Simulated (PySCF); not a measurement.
# Polarisability and C₆ of Ti(2+) (titanium, charge +2)

[Ar] 3d1 4s1, high-spin 3D determinant (an excited configuration). All numbers are calculated (PySCF 2.14, no relativity, point nucleus, in aug-cc-pVTZ with one added diffuse shell each of s, p, d, f, g type (9s8p6d4f3g, 118 functions)). Coupled (time-dependent) response in atomic units; α is the mean over directions.

```csv
method,mean α (bohr³),"α xx, yy, zz",C₆ (like pair),S(−4)
PBE0,30.95,"30.17, 30.17, 32.50",147.0,920.5
```

S(−4) is the Cauchy moment in α(ω) = α(0) + S(−4) ω² + …

α(iu) at PBE0:

```json
{"u (hartree)": "0", "α(iu) (bohr³)": "30.95"}
{"u (hartree)": "0.0500", "α(iu) (bohr³)": "28.82"}
{"u (hartree)": "0.100", "α(iu) (bohr³)": "24.00"}
{"u (hartree)": "0.200", "α(iu) (bohr³)": "14.89"}
{"u (hartree)": "0.300", "α(iu) (bohr³)": "9.686"}
{"u (hartree)": "0.500", "α(iu) (bohr³)": "5.312"}
{"u (hartree)": "0.750", "α(iu) (bohr³)": "3.367"}
{"u (hartree)": "1.00", "α(iu) (bohr³)": "2.475"}
{"u (hartree)": "1.50", "α(iu) (bohr³)": "1.585"}
{"u (hartree)": "2.00", "α(iu) (bohr³)": "1.116"}
{"u (hartree)": "3.00", "α(iu) (bohr³)": "0.6348"}
{"u (hartree)": "5.00", "α(iu) (bohr³)": "0.2810"}
```

A single London oscillator, α(iu) = α/(1 + u²/ω²), gives C₆ = (3/4) ω α². Matching the computed C₆ needs ω = 4 × 147.0 / (3 × 30.95²) = 0.205 hartree.

For an ion, C₆ is the dispersion term alone; charge-induced terms of lower order in 1/R come first.

The components differ because the open shell of this determinant is not spherical; for a pure term their mean is the scalar polarisability.
